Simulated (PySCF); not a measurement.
MN15 on W⁻ (tungsten, charge -1), [Xe] 4f14 5d5 6s2, high-spin 6S determinant. Computed with PySCF 2.14 in def2-QZVPPD with the def2 core potential (60 electrons) (7s6p4d3f2g, 84 functions), with scalar relativity through the core potential.

```
cycle= 15 E= -66.8616203073848  delta_E= -0.184  |g|= 0.0944  |ddm|= 26.9
cycle= 16 E= -66.7082224033438  delta_E= 0.153  |g|= 0.334  |ddm|= 19.8
cycle= 17 E= -66.8744122439492  delta_E= -0.166  |g|= 0.106  |ddm|= 20.8
cycle= 18 E= -66.8736650748718  delta_E= 0.000747  |g|= 0.118  |ddm|= 0.221
cycle= 19 E= -66.8776428132813  delta_E= -0.00398  |g|= 0.0992  |ddm|= 0.376
cycle= 20 E= -66.882572192777  delta_E= -0.00493  |g|= 0.0669  |ddm|= 0.55
cycle= 21 E= -66.8860010603597  delta_E= -0.00343  |g|= 0.0242  |ddm|= 1.24
cycle= 22 E= -66.8863822917119  delta_E= -0.000381  |g|= 0.00945  |ddm|= 0.623
cycle= 23 E= -66.8865315895814  delta_E= -0.000149  |g|= 0.00222  |ddm|= 0.241
cycle= 24 E= -66.8865456830812  delta_E= -1.41e-05  |g|= 0.000307  |ddm|= 0.0456
cycle= 25 E= -66.88654585494  delta_E= -1.72e-07  |g|= 0.000141  |ddm|= 0.00446
cycle= 26 E= -66.8865459212141  delta_E= -6.63e-08  |g|= 2.9e-05  |ddm|= 0.00408
cycle= 27 E= -66.8865459219726  delta_E= -7.58e-10  |g|= 2.57e-06  |ddm|= 0.000243
converged SCF energy = -66.8865459219726  <S^2> = 8.7648575  2S+1 = 6.0049504
```

Highest occupied orbital energy: 0.348 eV; ⟨L²⟩ = 0.00; populations by l: s 4.00, p 6.00, d 5.00, f 0.00.

Can this result be used?

With care. The run converged. Energies and moments cover only the electrons outside the core potential. Spin-orbit coupling, which splits the p, d and f shells strongly at this Z, is absent. At MN15 the highest occupied level has a positive energy, so only the finite basis holds that electron; in a semilocal or global hybrid functional this comes from self-interaction and does not mean that the real anion is unbound.
